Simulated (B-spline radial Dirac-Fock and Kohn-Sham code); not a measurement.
# Scattering functions of Sb⁸⁺

System: antimony as Sb⁸⁺, configuration 1s2 2s2 2p6 3s2 3p6 3d10 4s2 4p6 4d7.

The run's input, task.json:

```json
{"items": [{
  "Z": 51,
  "q": 8,
  "cfg": [[1, 0, 2], [2, 0, 2], [2, 1, 6], [3, 0, 2], [3, 1, 6], [3, 2, 10], [4, 0, 2], [4, 1, 6], [4, 2, 7]],
  "A": 121,
  "rrms": 4.6802,
  "do": ["scatter"],
  "s": [0.0, 0.05, 0.1, 0.15, 0.2, 0.25, 0.3, 0.35, 0.4, 0.45, 0.5, 0.6, 0.7, 0.8, 0.9, 1.0, 1.1, 1.2, 1.4, 1.6, 1.8, 2.0, 2.5, 3.0, 3.5, 4.0, 5.0, 6.0],
  "pz": [0, 0.1, 0.2, 0.3, 0.4, 0.5, 0.6, 0.8, 1.0, 1.2, 1.4, 1.6, 1.8, 2.0, 2.5, 3.0, 4.0, 5.0, 7.0, 10.0, 15.0, 20.0, 30.0, 40.0, 60.0, 100.0],
  "hv_scatter": [2000, 8047.8, 17479.3, 20000, 30000, 100000, 200000, 500000]
}]}
```

Command: `python xray_run.py task.json out`

Method: Dirac-Fock orbitals of the configuration average with a finite nucleus. Computed with a radial atomic solver. f₀ is the Fourier transform of the spherical electron density, S the Waller-Hartree incoherent function, and s = sin θ/λ.

```tsv
s (Å⁻¹)	f₀	S
0	43.000	0.000
0.05	42.723	0.258
0.1	41.913	0.996
0.15	40.630	2.117
0.2	38.968	3.491
0.25	37.034	4.994
0.3	34.945	6.527
0.35	32.805	8.028
0.4	30.707	9.469
0.45	28.718	10.843
0.5	26.885	12.156
0.6	23.760	14.618
0.7	21.335	16.866
0.8	19.464	18.880
0.9	17.964	20.644
1	16.679	22.173
1.1	15.506	23.505
1.2	14.392	24.685
1.4	12.286	26.730
1.6	10.405	28.486
1.8	8.843	30.016
2	7.632	31.352
2.5	5.837	33.999
3	4.950	35.921
3.5	4.297	37.363
4	3.682	38.462
5	2.617	39.935
6	1.910	40.785
```

f₀ starts at the number of electrons, 43, and has fallen to half at s ≈ 0.69 Å⁻¹. The sum of ⟨r²⟩ over the electrons is 15.14 bohr².
